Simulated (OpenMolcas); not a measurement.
Cu4+ among 6 point charges of -0.8 e arranged as a trigonal antiprism (D3d), 1.97 Å from the ion, with a polar angle of 60.8° against the regular 54.74°.

```
Program             : OpenMolcas 26.06
Method              : CASSCF
Basis               : ANO-RCC-VDZP [5s4p2d1f]
Scalar Hamiltonian  : DKH2, point nucleus
Active space        : 7 electrons in 5 orbitals (3d)
State averaging     : 2S+1 = 4 even, 10 roots; 2S+1 = 2 even, 40 roots
Spin-orbit coupling : RASSI with atomic mean-field integrals over the reference wave functions
```

**Question.** What is the spin-free ground state (labels of D3, the rotations of D3d)?

**Answer.** 4A2, 1-fold in its orbital part, 100 % from free-ion F terms; it has the highest spin that d7 allows.

**Question.** Where is the first state of the same spin?

**Answer.** 4E at 91.9 cm-1 above the ground state. The two act as a nearly degenerate pair, with unquenched orbital momentum.

**Question.** What are the lowest two levels with spin-orbit coupling?

**Answer.** A 2-fold level E1/2 with g = 1.88, 6.15, 6.15, then a 2-fold level E3/2 160.4 cm-1 above it. Their leading multiplicities are 4 (100 %) and 4 (100 %).

**Question.** What is χT at 300 K, and how does it compare with the textbook value?

**Answer.** The lowest level has 2S+1 = 4, for which the spin-only value is χT = S(S+1) / 2 = 1.875 cm3 K/mol (g = 2). The computed 5.151 at 300 K differs by +3.276, through orbital momentum, spin-orbit coupling and any other state in reach.

Spin-orbit coupling mixes the spin-free states strongly: the lowest level takes only 52 % from its leading state, 4E, which lies 92 cm-1 above the lowest spin-free state. Without dynamic correlation the repulsion within the d shell is too large (B by tens of per cent), so at a given field states of lower spin stand too high. Point charges give a weaker field than real ligands, and real ions of this kind are often low spin; the high spin found here belongs to the model. The ground term spreads over less than 5000 cm-1, several times less than with real ligands, so orbital moments are less quenched and χT lies further from the spin-only value than at real sites. This is an electrostatic model: the charges have no orbitals. No measured value stands beside these numbers.
